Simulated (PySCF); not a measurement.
Species: cis-Zr(NH3)2F4 (singlet state).
Bonds: Zr1–N2, Zr1–F6, Zr1–N7, Zr1–F11, Zr1–F12, Zr1–F13. Hydrogens: H3, H4, H5 on N2; H8, H9, H10 on N7.

Method: PySCF, PBE0-D3(BJ)/def2-SVP geometry optimisation, gas phase, def2 core potentials past Kr; density fitting, grid level 1; the optimiser is geomeTRIC in internal coordinates, started from a GFN2-xTB structure with every atom displaced at random (about 0.03 Å).

Step 0: E = -15211.2647 eV
```
atom  x, y, z in Å  |  force x, y, z in eV/Å
Zr1    -0.5814   -0.0716   -0.6436   -3.329   7.298  -1.498
N2     -0.9111   -0.0201    1.7067    0.883  -1.173   0.196
H3     -0.5665    0.7898    2.1761    0.364   0.850   0.393
H4     -0.5031   -0.8643    2.1540   -0.941   0.647  -0.151
H5     -1.9215    0.0329    1.7017   -0.394  -0.444   0.261
F6     -0.4776    0.0272   -2.5479    0.196  -0.138  -0.933
N7      1.7596   -0.0035   -0.8582   -0.142  -0.126  -0.593
H8      1.8125   -0.0820   -1.8884    0.337  -0.119   0.668
H9      2.2117   -0.7650   -0.3718    0.414  -0.323  -0.232
H10     2.1644    0.8737   -0.5659    0.119   0.394   0.026
F11    -2.5575   -0.0084   -0.4896    0.601  -0.122  -0.029
F12    -0.1502    1.7718   -0.1413    0.256   0.326   0.123
F13    -0.2488   -1.7326   -0.2098    1.637  -7.070   1.769
```

Step 1: E = -15212.0572 eV
```
atom  x, y, z in Å  |  force x, y, z in eV/Å
Zr1    -0.6033   -0.0426   -0.6479   -0.477   0.403  -0.110
N2     -0.9723   -0.0127    1.7675    0.391   0.119  -0.253
H3     -0.6243    0.8146    2.2466   -0.004   0.071  -0.011
H4     -0.6185   -0.8402    2.2411   -0.296  -0.101   0.124
H5     -1.9911    0.0243    1.7710   -0.014  -0.217   0.183
F6     -0.4707    0.0588   -2.5926   -0.013  -0.103   0.504
N7      1.8032   -0.0006   -0.9196   -0.268  -0.004   0.169
H8      1.8719   -0.0727   -1.9349    0.199  -0.089   0.020
H9      2.2958   -0.7693   -0.4718    0.138  -0.079  -0.168
H10     2.2159    0.8825   -0.6279    0.018   0.054  -0.031
F11    -2.5459    0.0139   -0.4750    0.403  -0.057  -0.142
F12    -0.1362    1.8103   -0.1346   -0.080  -0.630  -0.178
F13    -0.1937   -1.9184   -0.1997    0.002   0.633  -0.107
```

Step 2: E = -15212.1144 eV
```
atom  x, y, z in Å  |  force x, y, z in eV/Å
Zr1    -0.6403   -0.0174   -0.6703    0.045  -0.203  -0.005
N2     -0.9391   -0.0211    1.7644    0.135   0.145  -0.199
H3     -0.5829    0.8069    2.2404   -0.056  -0.023   0.008
H4     -0.5959   -0.8532    2.2374   -0.073  -0.072   0.065
H5     -1.9576   -0.0039    1.8169   -0.017  -0.046   0.132
F6     -0.5154    0.0692   -2.5926    0.082  -0.095  -0.041
N7      1.7892   -0.0076   -0.8886   -0.130   0.012   0.086
H8      1.9052   -0.0907   -1.8981    0.125  -0.018  -0.040
H9      2.2813   -0.7788   -0.4412    0.041  -0.010  -0.063
H10     2.2039    0.8755   -0.5950    0.030  -0.007  -0.037
F11    -2.5585    0.0280   -0.5368   -0.207  -0.051   0.050
F12    -0.1745    1.8100   -0.2090    0.064   0.109   0.117
F13    -0.1846   -1.8692   -0.2053   -0.038   0.260  -0.073
```

Step 3: E = -15212.1260 eV
```
atom  x, y, z in Å  |  force x, y, z in eV/Å
Zr1    -0.6439   -0.0133   -0.6719   -0.108  -0.090   0.137
N2     -0.9493   -0.0090    1.7657    0.007  -0.086  -0.080
H3     -0.6001    0.8214    2.2419   -0.011  -0.014  -0.004
H4     -0.6167   -0.8402    2.2514    0.005  -0.003   0.046
H5     -1.9674   -0.0014    1.8368   -0.021   0.019   0.049
F6     -0.4988    0.0530   -2.5908    0.050  -0.026  -0.112
N7      1.7988   -0.0122   -0.9059   -0.099   0.032  -0.030
H8      1.9300   -0.0904   -1.9151    0.033   0.009  -0.013
H9      2.2983   -0.7881   -0.4745    0.005   0.009   0.024
H10     2.2219    0.8666   -0.6109    0.043  -0.011   0.005
F11    -2.5704    0.0140   -0.5394   -0.005  -0.047   0.002
F12    -0.1932    1.8014   -0.1452    0.127   0.121  -0.033
F13    -0.1785   -1.8539   -0.2199   -0.028   0.086   0.010
```

Q: Estimate the geometry and energy of step 4. (The exact step hangs on the optimiser's Hessian estimate; all steps are aligned on step 3, rigid shifts and turns removed.)

A: E = -15212.1269 eV, largest force 0.272 eV/Å
```
atom  x, y, z in Å  |  force x, y, z in eV/Å
Zr1    -0.6447   -0.0063   -0.6632   -0.089   0.257  -0.004
N2     -0.9707   -0.0247    1.7763   -0.075  -0.075  -0.013
H3     -0.6229    0.7992    2.2631    0.028   0.016   0.051
H4     -0.6536   -0.8614    2.2663    0.083   0.060  -0.035
H5     -1.9888   -0.0154    1.8604   -0.008   0.059  -0.036
F6     -0.4712    0.0359   -2.5848   -0.045  -0.053  -0.008
N7      1.8025   -0.0032   -0.9259    0.001  -0.048  -0.080
H8      1.9421   -0.0916   -1.9344   -0.050   0.023   0.019
H9      2.3113   -0.7736   -0.4950    0.009   0.010   0.060
H10     2.2341    0.8765   -0.6450    0.003  -0.003   0.035
F11    -2.5769    0.0235   -0.5225    0.135  -0.022  -0.053
F12    -0.1460    1.8197   -0.1868   -0.037  -0.115   0.066
F13    -0.1846   -1.8306   -0.1863    0.045  -0.108  -0.002
```

The energy changes by -0.0009 eV. The first-order estimate −F·Δx gives -0.0173 eV and the mean of the old and new forces, exact on a quadratic surface, -0.0009 eV. The step makes an angle of 68° with the force vector and moves no atom by more than 0.066 Å.

The cost below is that of the whole optimisation. Time: 1.7 min of wall time; peak memory 0.55 GiB. Hardware: one thread of an Arm Neoverse V1, shared host.
